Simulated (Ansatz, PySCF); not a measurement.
Species: sum formula SiBrF2, net charge -1, singlet state. 
Coordinates optimised at B3LYP-D3(BJ)/def2-TZVP (Ansatz, a quantum-chemistry and plane-wave program):
```
Si
F 1 1.6597
F 1 1.6597 2 97.30
Br 1 2.5442 2 96.44 3 97.37
```
Charge -1, spin multiplicity 1.

Total electronic energies in hartree. Correlated levels leave the core frozen unless marked. No spin-orbit coupling. Frozen are the shells of the preceding noble gas and the d and f shells that filled before the atom's block. Non-relativistic. CBS(X,Y): correlation extrapolated as X^-3; Hartree-Fock from the larger set. The bracket is a focal-point correction in the basis named.

```tsv
level	program	energy (Eh)
HF/def2-TZVPD	PySCF	-3060.53606
HF/def2-QZVPPD	Ansatz	-3060.60306
HF-D3(BJ)/def2-TZVPD	PySCF + dftd3	-3060.56221
HF-D4/def2-TZVPD	PySCF + dftd4	-3060.54942
RI-HF/def2-QZVPP	Ansatz	-3060.60170
RI-HF/def2-QZVPPD	Ansatz	-3060.60291
PBE-D3(BJ)/def2-TZVPD	Ansatz + dftd3	-3062.94927
BHLYP-D3(BJ)/def2-TZVPD	Ansatz + dftd3	___
TPSSh-D3(BJ)/def2-TZVPD	PySCF + dftd3	-3063.58459
r2SCAN0/def2-TZVPD	Ansatz	-3063.50873
M06-2X/def2-TZVPD	PySCF	___
HSE06/def2-TZVPD	Ansatz	-3063.04491
CAM-B3LYP-D3(BJ)/def2-TZVPD	Ansatz + dftd3	-3063.76391
wB97M-V/def2-TZVPD	Ansatz	-3063.46627
B2GP-PLYP/def2-TZVPD	Ansatz	-3062.81109
RPA@PBE/def2-TZVPP	Ansatz	-3061.67755
MP2/6-31G*	Ansatz	-3060.63720
MP2/def2-SVP	Ansatz	-3060.42025
RI-MP2/def2-TZVPP	Ansatz	-3061.30990
CCSD/STO-3G	Ansatz	-3026.37321
CCSD/def2-TZVPP	Ansatz	-3061.33010
RI-MP2/CBS(def2-TZVPPD,def2-QZVPPD)+[CCSD(T)-MP2]/def2-SVPD	Ansatz	-3061.5528
RI-MP2/CBS(def2-TZVPPD,def2-QZVPPD)+[CCSD(T)-MP2]/def2-TZVPPD	Ansatz	-3061.5635
```

Problem. Some entries are withheld; supply them.

Solution. 
- BHLYP-D3(BJ)/def2-TZVPD, energy (Eh): -3063.59117
- M06-2X/def2-TZVPD, energy (Eh): -3063.62241
